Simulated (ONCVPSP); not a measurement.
Reading a pseudo-wave (ruthenium (Ru))

Columns: radius, all-electron u(r) and pseudo u(r) of the 4d shell (level -3.39 eV) of ruthenium in the configuration [Ar] 3d10 4s2 4p6 4d8; LDA (Perdew-Wang 92), scalar-relativistic, ONCV scheme, ONCVPSP 4.0.1.

| r (bohr) | all-electron | pseudo |
| --- | --- | --- |
| 0.070 | -0.0780 | 0.0008 |
| 0.140 | -0.2529 | 0.0067 |
| 0.210 | -0.3615 | 0.0221 |
| 0.280 | -0.3601 | 0.0506 |
| 0.350 | -0.2740 | 0.0942 |
| 0.420 | -0.1393 | 0.1528 |
| 0.490 | 0.0145 | 0.2243 |
| 0.560 | 0.1674 | 0.3048 |
| 0.630 | 0.3078 | 0.3896 |
| 0.700 | 0.4297 | 0.4744 |
| 0.770 | 0.5309 | 0.5550 |
| 0.840 | 0.6115 | 0.6277 |
| 0.910 | 0.6732 | 0.6892 |
| 0.980 | 0.7179 | 0.7366 |
| 1.050 | 0.7482 | 0.7681 |
| 1.120 | 0.7665 | 0.7839 |
| 1.190 | 0.7750 | 0.7866 |
| 1.260 | 0.7757 | 0.7809 |
| 1.330 | 0.7702 | 0.7712 |
| 1.400 | 0.7600 | 0.7600 |
| 1.470 | 0.7462 | 0.7462 |
| 1.540 | 0.7297 | 0.7297 |
| 1.610 | 0.7112 | 0.7112 |
| 1.680 | 0.6915 | 0.6914 |
| 1.750 | 0.6708 | 0.6708 |
| 1.820 | 0.6497 | 0.6497 |

Problem. How many radial nodes do the two functions have?

Solution. The all-electron 4d function has n − l − 1 = 1; the pseudo-wave has 0, since the states of the same l below it are removed with the core.

Problem. At about which radius was the pseudo-wave matched?

Solution. 1.40 bohr, where the columns begin to agree (steps of 0.07 bohr).

Problem. Where does each function peak?

Solution. Outermost all-electron maximum near 1.26 bohr, pseudo maximum near 1.19 bohr (to the table’s step).

Problem. Is the pseudo-wave norm-conserving?

Solution. Yes: the ONCV scheme keeps the norm inside the radius equal to the all-electron one, which fixes the energy derivative of the logarithmic derivative at the level.
